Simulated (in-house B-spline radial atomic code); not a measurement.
Orbital energies and mean radii along the 8-electron series, configuration 1s2 2s2 2p1/2(2) 2p3/2(2). The effective charge is n√(-2ε), a non-relativistic measure. Computed with an all-electron radial atomic-structure program (B-spline basis): Dirac-Hartree-Fock, jj configuration that fills j = l - 1/2 first, finite nuclei.

```json
{"ion": "Er60+", "Z": "68", "energy of 2p1/2 (Eh)": "-533.95", "mean radius of 2p1/2 (bohr)": "0.069296", "energy of 2p3/2 (Eh)": "-498.19", "mean radius of 2p3/2 (bohr)": "0.076022", "energy of 2s1/2 (Eh)": "-546.1", "mean radius of 2s1/2 (bohr)": "0.083555", "effective charge of 2p1/2": "65.357"}
{"ion": "Tm61+", "Z": "69", "energy of 2p1/2 (Eh)": "?", "mean radius of 2p1/2 (bohr)": "?", "energy of 2p3/2 (Eh)": "?", "mean radius of 2p3/2 (bohr)": "?", "energy of 2s1/2 (Eh)": "?", "mean radius of 2s1/2 (bohr)": "?", "effective charge of 2p1/2": "?"}
{"ion": "Yb62+", "Z": "70", "energy of 2p1/2 (Eh)": "-571.64", "mean radius of 2p1/2 (bohr)": "0.066687", "energy of 2p3/2 (Eh)": "-530.84", "mean radius of 2p3/2 (bohr)": "0.073633", "energy of 2s1/2 (Eh)": "-584.34", "mean radius of 2s1/2 (bohr)": "0.080551", "effective charge of 2p1/2": "67.625"}
{"ion": "Lu63+", "Z": "71", "energy of 2p1/2 (Eh)": "?", "mean radius of 2p1/2 (bohr)": "?", "energy of 2p3/2 (Eh)": "?", "mean radius of 2p3/2 (bohr)": "?", "energy of 2s1/2 (Eh)": "?", "mean radius of 2s1/2 (bohr)": "?", "effective charge of 2p1/2": "?"}
{"ion": "Hf64+", "Z": "72", "energy of 2p1/2 (Eh)": "-610.97", "mean radius of 2p1/2 (bohr)": "0.064211", "energy of 2p3/2 (Eh)": "-564.56", "mean radius of 2p3/2 (bohr)": "0.071381", "energy of 2s1/2 (Eh)": "-624.24", "mean radius of 2s1/2 (bohr)": "0.077702", "effective charge of 2p1/2": "69.913"}
{"ion": "Ta65+", "Z": "73", "energy of 2p1/2 (Eh)": "-631.27", "mean radius of 2p1/2 (bohr)": "0.06302", "energy of 2p3/2 (Eh)": "-581.82", "mean radius of 2p3/2 (bohr)": "0.070303", "energy of 2s1/2 (Eh)": "-644.83", "mean radius of 2s1/2 (bohr)": "0.076332", "effective charge of 2p1/2": "71.065"}
{"ion": "W66+", "Z": "74", "energy of 2p1/2 (Eh)": "-652", "mean radius of 2p1/2 (bohr)": "0.061857", "energy of 2p3/2 (Eh)": "-599.36", "mean radius of 2p3/2 (bohr)": "0.069254", "energy of 2s1/2 (Eh)": "-665.86", "mean radius of 2s1/2 (bohr)": "0.074995", "effective charge of 2p1/2": "72.222"}
{"ion": "Re67+", "Z": "75", "energy of 2p1/2 (Eh)": "-673.18", "mean radius of 2p1/2 (bohr)": "0.060723", "energy of 2p3/2 (Eh)": "-617.17", "mean radius of 2p3/2 (bohr)": "0.068234", "energy of 2s1/2 (Eh)": "-687.33", "mean radius of 2s1/2 (bohr)": "0.07369", "effective charge of 2p1/2": "73.385"}
{"ion": "Os68+", "Z": "76", "energy of 2p1/2 (Eh)": "?", "mean radius of 2p1/2 (bohr)": "?", "energy of 2p3/2 (Eh)": "?", "mean radius of 2p3/2 (bohr)": "?", "energy of 2s1/2 (Eh)": "?", "mean radius of 2s1/2 (bohr)": "?", "effective charge of 2p1/2": "?"}
{"ion": "Ir69+", "Z": "77", "energy of 2p1/2 (Eh)": "-716.88", "mean radius of 2p1/2 (bohr)": "0.058531", "energy of 2p3/2 (Eh)": "-653.6", "mean radius of 2p3/2 (bohr)": "0.066275", "energy of 2s1/2 (Eh)": "-731.65", "mean radius of 2s1/2 (bohr)": "0.071172", "effective charge of 2p1/2": "75.73"}
{"ion": "Pt70+", "Z": "78", "energy of 2p1/2 (Eh)": "-739.42", "mean radius of 2p1/2 (bohr)": "0.057473", "energy of 2p3/2 (Eh)": "-672.23", "mean radius of 2p3/2 (bohr)": "0.065334", "energy of 2s1/2 (Eh)": "-754.51", "mean radius of 2s1/2 (bohr)": "0.069957", "effective charge of 2p1/2": "76.911"}
```

Fill in the row of Tm61+.

energy of 2p1/2 (Eh): -552.59; mean radius of 2p1/2 (bohr): 0.067974; energy of 2p3/2 (Eh): -514.38; mean radius of 2p3/2 (bohr): 0.07481; energy of 2s1/2 (Eh): -565.02; mean radius of 2s1/2 (bohr): 0.082033; effective charge of 2p1/2: 66.489.

Fill in the row of Lu63+.

energy of 2p1/2 (Eh): -591.1; mean radius of 2p1/2 (bohr): 0.065433; energy of 2p3/2 (Eh): -547.56; mean radius of 2p3/2 (bohr): 0.072491; energy of 2s1/2 (Eh): -604.08; mean radius of 2s1/2 (bohr): 0.079109; effective charge of 2p1/2: 68.766.

Fill in the row of Os68+.

energy of 2p1/2 (Eh): -694.8; mean radius of 2p1/2 (bohr): 0.059614; energy of 2p3/2 (Eh): -635.25; mean radius of 2p3/2 (bohr): 0.067242; energy of 2s1/2 (Eh): -709.26; mean radius of 2s1/2 (bohr): 0.072417; effective charge of 2p1/2: 74.555.

How does the screening of 2p1/2 change?

Z less the effective charge goes from 2.64 at Z = 68 to 1.09 at Z = 78.
